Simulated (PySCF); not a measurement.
Si(H)2(Me)2 (C2H8Si), SMILES C[SiH2]C.

The structure is a stationary point at PBE-D3(BJ)/def2-SVP. The isomer is the one that the SMILES or the coordinates give; other isomers of the formula were not compared.

Computed with PySCF 2.14.0 with PBE-D3(BJ)/def2-SVP.

Frequencies are harmonic and unscaled.

| mode | ν (cm⁻¹) | IR (km/mol) | moving atoms (share of kinetic energy) |
|---|---|---|---|
| 1 | 157 | 0.0 | H 98 % |
| 2 | 173 | 0.0 | H 91 % |
| 3 | 199 | 0.4 | C 41 %, H 39 %, Si 20 % |
| 4 | 446 | 7.4 | H 93 % |
| 5 | 560 | 0.0 | H 98 % |
| 6 | 616 | 8.2 | H 92 % |
| 7 | 638 | 4.0 | C 59 %, H 24 %, Si 18 % |
| 8 | 707 | 14.5 | C 44 %, Si 31 %, H 25 % |
| 9 | 828 | 38.7 | H 67 %, C 24 %, Si 8 % |
| 10 | 848 | 72.7 | H 69 %, C 20 %, Si 11 % |
| 11 | 861 | 0.0 | H 85 %, C 15 % |
| 12 | 887 | 214.8 | H 78 %, Si 14 % |
| 13 | 921 | 85.5 | H 95 % |
| 14 | 1213 | 23.9 | H 78 %, C 22 % |
| 15 | 1220 | 9.3 | H 80 %, C 20 % |
| 16 | 1380 | 0.0 | H 96 % |
| 17 | 1382 | 1.8 | H 96 % |
| 18 | 1389 | 2.2 | H 96 % |
| 19 | 1393 | 8.7 | H 96 % |
| 20 | 2142 | 109.8 | H 98 % |
| 21 | 2143 | 147.0 | H 96 % |
| 22 | 2975 | 3.2 | H 97 % |
| 23 | 2975 | 4.5 | H 97 % |
| 24 | 3073 | 0.0 | H 91 %, C 9 % |
| 25 | 3074 | 9.4 | H 91 %, C 9 % |
| 26 | 3078 | 5.2 | H 91 %, C 9 % |
| 27 | 3078 | 2.6 | H 91 %, C 9 % |
